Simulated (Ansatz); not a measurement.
Ideal-gas functions of CH2ClNOSi (`O[SiH]1N=C1Cl`) at 600 K and 1 bar, from an Ansatz frequency run at PBE0-D4/def2-TZVP.

Molar mass 107.57 g/mol, point group C1 (symmetry number 1), electronic degeneracy 1, moments of inertia 47.501, 320.457, 339.669 u Å². Harmonic wavenumbers (cm⁻¹, unscaled): 148, 259, 287, 357, 416, 473, 621, 727, 795, 883, 954, 1131, 1573, 2330, 3908.

Use S(trans) = R[1.5 ln M + 2.5 ln T − 1.1517]; rotational temperatures θ = 24.2544 K / I; S(rot) = R[ln(√π/σ · √(T³/θAθBθC)) + 1.5]; for each mode x = 1.438777 ν̃/T, S = R[x/(eˣ − 1) − ln(1 − e⁻ˣ)] and H = RT x/(eˣ − 1); 1 cm⁻¹ = 0.0119627 kJ/mol; R = 8.31446 J/(mol·K).

Task: By hand: the entropy, in J/(mol·K).

Result: Translation 181.7. Rotation: θ = 0.5106, 0.0757, 0.0714 K, giving 121.5. Vibration, mode by mode: 16.97, 12.41, 11.58, 9.86, 8.67, 7.70, 5.73, 4.67, 4.10, 3.47, 3.04, 2.17, 0.93, 0.21, 0.01, in all 91.5. Electronic 0.0. Sum 394.7 J/(mol·K).

Task: By hand: H − E and G − E in kJ/mol, counted from the electronic energy.

Result: Zero-point energy ½ × 14862 × 0.0119627 = 88.9; thermal vibration 29.9; translation, rotation and pV give 4 RT = 20.0. H − E = 138.8 kJ/mol, and G − E = 138.8 − 600 × 394.7/1000 = -98.0 kJ/mol.

Vibration gives 23 % of the entropy, 17.0 J/(mol·K) of it from the mode under 150 cm⁻¹: soft modes count most, and the harmonic formula is weakest for them. The sum counts one conformer and one mirror image; others add a mixing term.
